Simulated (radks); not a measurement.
Values are calculated unless marked as measured or tabulated.
Ionisation ladder of silicon, from Si I to Si XIV. Each ion is in the ground configuration listed by NIST, and IE = E(next ion) - E(this ion), with E = 0 for the bare nucleus. Code: a radial shooting solver on a logarithmic mesh with Libxc functionals. Model: non-relativistic Kohn-Sham, PBE, spin-polarised, spherical densities, point nucleus; open shells are filled with parallel spins first.

species,configuration,E (hartree),"IE, Delta-SCF (eV)",-e(HOMO) (eV),HOMO,"IE, NIST (eV)",kind,error (eV)
Si I,[Ne] 3s2 3p2,-289.23200,8.275,4.630,3p up,8.152,exp.,+0.123
Si II,[Ne] 3s2 3p1,-288.92792,16.278,12.126,3p up,16.346,exp.,-0.068
Si III,[Ne] 3s2,-288.32973,33.383,28.478,3s,33.493,exp.,-0.110
Si IV,[Ne] 3s1,-287.10295,45.575,40.317,3s up,45.142,exp.,+0.433
Si V,[Ne],-285.42809,167.10,148.52,2p,166.77,exp.,+0.3
Si VI,[He] 2s2 2p5,-279.28715,205.69,186.06,2p down,205.28,semi-emp.,+0.4
Si VII,[He] 2s2 2p4,-271.72806,245.91,225.60,2p down,246.57,semi-emp.,-0.7
Si VIII,[He] 2s2 2p3,-262.69097,304.42,281.18,2p up,303.59,semi-emp.,+0.8
Si IX,[He] 2s2 2p2,-251.50366,352.10,327.99,2p up,351.3,semi-emp.,+0.8
Si X,[He] 2s2 2p1,-238.56414,400.99,376.43,2p up,401.38,semi-emp.,-0.4
Si XI,[He] 2s2,-223.82798,472.52,453.01,2s,476.27,semi-emp.,-3.8
Si XII,[He] 2s1,-206.46311,523.09,503.15,2s up,523.42,theory,-0.3
Si XIII,[He],-187.23994,2430.7,2347.3,1s,2437.7,theory,-7.0
Si XIV,1s1,-97.91508,2664.4,2577.6,1s up,2673.2,theory,-8.8

Reference values: NIST Atomic Spectra Database (exp. = measured, semi-emp. = semi-empirical, theory = theoretical value adopted there). The ionisation energy per charge of the ion left behind rises most, in proportion, at Si XIII ([He]), from 43.591 to 186.97 eV. Against the entries that are not theoretical the mean signed error is +0.1 % and the largest +1.5 %. Open shells are spherical and high-spin; term and fine-structure splittings are not resolved.
